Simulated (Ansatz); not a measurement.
Program: Ansatz. Geometries: PBE0-D4/def2-TZVP. ΔE: electronic, gas phase. CCSD(T)/CBS is the MP2 limit (def2-TZVPP, def2-QZVPP) plus CCSD(T) − MP2 in def2-TZVPP, frozen cores. This one scheme is used for every species. DFT in def2-TZVPP. For Ga outer-core shells are correlated without core-valence functions, which leaves a few kJ/mol of doubt a bond. Scalar relativity is left out up to krypton. One conformer a species, not always the lowest.

`N[CH2][GaH][OH]` + H₂ → `[OH][GaH2]` + CH₃NH₂  (hydrogenolysis of a Ga–C bond)

| level | ΔE (kJ/mol) |
| --- | --- |
| B2PLYP | -52.5 |
| HF/def2-QZVPP | -82.1 |
| MP2/CBS(def2) | -38.9 |
| CCSD/CBS(def2) | -50.1 |

(1) What does CCSD(T)/CBS give? (An estimate is asked.)

Largest T1 diagnostic among the species: 0.015.

Answers

(1) Computed: -44.3 kJ/mol. The listed levels differ from it by -8.2, -37.8, 5.4, -5.8 kJ/mol.

In def2-TZVPP, CCSD(T) changes the Hartree–Fock value by +32.4 kJ/mol (the triples alone add +5.8 kJ/mol) and MP2 by +37.8 kJ/mol. The D4 term adds +8.8 kJ/mol with B3LYP and +4.8 kJ/mol with PBE0; it sums over pairs of atoms, weighted by their polarisabilities, and B3LYP, whose exchange is more repulsive, gets the larger term.

B3LYP here is the variant with VWN-RPA as its local correlation; programs differ in this.
